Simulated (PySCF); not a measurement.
Simulation results for BFH₃OSi, CH₂BClO

Computed with PySCF 2.14.0. Calculation on a computer-drawn molecule: the log of a Hartree-Fock and frozen-core CCSD(T) single point meant for a local Hartree-Fock minimum, with one planted fault or none, to be diagnosed. Offsets are logged minus clean, where the clean run is the same molecule without the fault. The reference is restricted for singlets and unrestricted otherwise, and also for a bond in bohr or an excited solution. Adding or removing an electron swaps singlet and doublet. The excited solution moves the top pair (singlet) or top alpha electron (doublet) to the lowest empty orbital. Highest occupied and lowest empty are orbital energies over both spins, largest force is the largest gradient component, triples share is (T) over the correlation energy, the T1 limit is 0.02 restricted and 0.045 unrestricted, electrons count all cores, a negative frequency is imaginary (commonest isotopes), and the dipole is about the centre of nuclear charge.

Common to all runs: meant charge 0; meant basis cc-pV(D+d)Z; logged SCF converged yes; logged CC converged yes; logged SCF stable within its kind yes; possible faults no fault, one electron removed, one electron added, multiplicity raised by two, geometry at a saddle point, SCF held on an excited solution, minimal basis STO-3G, one bond length entered in bohr, all coordinates scaled.

(1) BFH₃OSi

Logged structure:
```xyz
7
BFH3OSi
O      2.1080     0.6755    -0.3302
B      1.7922     0.4881     0.9639
Si     0.0360    -0.4013     1.4782
F     -0.8765    -0.4959     0.1222
H      1.4342     0.4194    -0.9447
H      2.6098     0.8107     1.7806
H     -0.7865     0.2585     2.5174
```

- meant multiplicity: 2
- logged electrons: 39
- logged basis functions: 80
- logged spin squared: 0.7652
- logged highest occupied: -9.0591 eV
- logged lowest empty: 0.99916 eV
- logged largest force: 9.442e-06 hartree/bohr
- logged lowest frequency: 85.487 cm⁻¹
- logged T1 diagnostic: 0.018045
- logged D1 diagnostic: 0.065338
- logged triples share: 0.022374
- logged dipole magnitude: 0.62447 debye
- logged energy HF: -489.73167 hartree
- logged energy CCSD(T): -490.31094 hartree
- planted fault: no fault
- HF energy offset from clean run: 0 kcal/mol
- CCSD(T) energy offset from clean run: 0 kcal/mol

Drawn bonds:
```
atom  other atom  order
   1           2      1
   2           3      1
   3           4      1
   1           5      1
   2           6      1
   3           7      1
```

(2) BFH₃OSi

Logged structure:
```xyz
7
BFH3OSi
O      2.3061     0.7390    -0.3613
B      1.9606     0.5340     1.0545
Si     0.0394    -0.4391     1.6172
F     -0.9589    -0.5425     0.1337
H      1.5690     0.4588    -1.0335
H      2.8551     0.8870     1.9480
H     -0.8604     0.2828     2.7540
```

- meant multiplicity: 2
- logged electrons: 39
- logged basis functions: 80
- logged spin squared: 0.7647
- logged highest occupied: -9.4411 eV
- logged lowest empty: 0.53872 eV
- logged largest force: 0.06849 hartree/bohr
- logged T1 diagnostic: 0.021138
- logged D1 diagnostic: 0.075447
- logged triples share: 0.025271
- logged dipole magnitude: 1.5094 debye
- logged energy HF: -489.68265 hartree
- logged energy CCSD(T): -490.27579 hartree
- planted fault: all coordinates scaled, by +9.4 %
- HF energy offset from clean run: 30.76 kcal/mol
- CCSD(T) energy offset from clean run: 22.05 kcal/mol

Drawn bonds:
```
atom  other atom  order
   1           2      1
   2           3      1
   3           4      1
   1           5      1
   2           6      1
   3           7      1
```

(3) CH₂BClO

Logged structure:
```xyz
6
CH2BClO
O     -1.1228     1.5171    -0.5786
C     -1.2422     1.4093    -1.9373
B     -0.9947     2.2903    -2.9837
Cl    -0.7224     3.2929    -4.3328
H     -0.8064     2.3754    -0.3437
H     -1.6050     0.4286    -2.2303
```

- meant multiplicity: 1
- logged electrons: 38
- logged basis functions: 75
- logged spin squared: 2.0181
- logged highest occupied: -6.9144 eV
- logged lowest empty: 1.2431 eV
- logged largest force: 0.062148 hartree/bohr
- logged T1 diagnostic: 0.021778
- logged D1 diagnostic: 0.11027
- logged triples share: 0.028387
- logged dipole magnitude: 0.71595 debye
- logged energy HF: -598.00094 hartree
- logged energy CCSD(T): -598.55794 hartree
- planted fault: multiplicity raised by two
- HF energy offset from clean run: 25.28 kcal/mol
- CCSD(T) energy offset from clean run: 38.3 kcal/mol

Drawn bonds:
```
atom  other atom  order
   1           2      1
   2           3      2
   3           4      1
   1           5      1
   2           6      1
```

(4) CH₂BClO

Structure as in entry 3.

* meant multiplicity: 1
* logged electrons: 37
* logged basis functions: 75
* logged spin squared: 0.7574
* logged highest occupied: -16.911 eV
* logged lowest empty: -6.0161 eV
* logged largest force: 0.11549 hartree/bohr
* logged T1 diagnostic: 0.024767
* logged D1 diagnostic: 0.1279
* logged triples share: 0.031809
* logged dipole magnitude: 0.67841 debye
* logged energy HF: -597.7837 hartree
* logged energy CCSD(T): -598.33715 hartree
* planted fault: withheld

Drawn bonds:
```
atom  other atom  order
   1           2      1
   2           3      2
   3           4      1
   1           5      1
   2           6      1
```

Questions
1. Give the missing planted fault for CH₂BClO (entry 4).

Calculated values
1. one electron removed

Further results for CH₂BClO (entry 4):

* HF energy offset from clean run: 161.6 kcal/mol
* CCSD(T) energy offset from clean run: 176.9 kcal/mol
